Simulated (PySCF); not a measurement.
**HI⁺ at TPSS**

Computed with TPSS; basis H def2-SVPD, I def2-SVPD with ECP28; scalar-relativistic core potentials; PySCF 2.14.

| Quantity | Value |
| --- | --- |
| state | ²Π (doublet), unpaired electrons π ↑ |
| bond length | 1.647 Å |
| harmonic wavenumber | 2191 cm⁻¹ |
| force constant | 2.83 mdyn/Å |
| rotational constant Be | 6.214 cm⁻¹ |
| anharmonicity ωexe | 37.5 cm⁻¹ |
| vibration–rotation constant αe | 0.164 cm⁻¹ |
| well depth De to H + I⁺ | 3.49 eV |
| dissociation energy D0 | 3.35 eV |
| bond order (Mayer) | 0.94 |
| dipole moment (positive dipole points towards I; it is taken about the centre of mass and depends on that origin) | -1.08 D |

These are scalar-relativistic numbers at best; spin–orbit coupling would shift them, the dissociation energy most. For an ion De counts to the pair picked by the measured ionisation energies or electron affinities, which need not be the lowest pair at this level. The state is the lowest determinant that a PBE0 search found; another state may lie lower at other levels.
